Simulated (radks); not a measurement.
Species: neutral thulium. Configuration: [Xe] 4f10.5 5d2.5 6s2 (fractional occupations, a model configuration). Method: scalar-relativistic Kohn-Sham, PBE, spin-unpolarised, spherical densities, finite nucleus; Fermi nuclear charge, rms radius 5.2256 fm; computed with a radial shooting solver on a logarithmic mesh with Libxc functionals.

Normalised radial functions P(r) = r R(r), r in bohr:

```
   r/bohr * 4f, o 6s (the largest magnitude, 1.19, reaches the edge; | marks zero, & curves that meet)
 0.002908                             *o
 0.003941                             *o
 0.005342                             *o
 0.007298                             *o
  0.00989                             *o
  0.01351                             *o
  0.01831                             *o
  0.02482                             &
   0.0339                            o*
  0.04595                           o *
  0.06277                           o |*
  0.08508                            o| *
   0.1153                             |o  *
   0.1575                             |  o    *
   0.2135                             | o           *
   0.2893                           o |                    *
   0.3953                         o   |                         *
   0.5357                            o|                          *
   0.7318                             |   o                  *
   0.9918                             |     o         *
    1.344                             |o        *
    1.836                      o      |    *
    2.489                o            | *
    3.373                o            |*
    4.608                    o        *
    6.245                         o   *
    8.532                            o*
    11.56                             &
```

4f: eigenvalue -20.290 eV, 0 radial nodes, <r> = 0.706 bohr, 90 % of the charge inside 1.18 bohr. 6s: eigenvalue -4.936 eV, 5 radial nodes at r = 0.0241, 0.0956, 0.248, 0.572, 1.42 bohr, <r> = 3.53 bohr, 90 % of the charge inside 5.23 bohr.
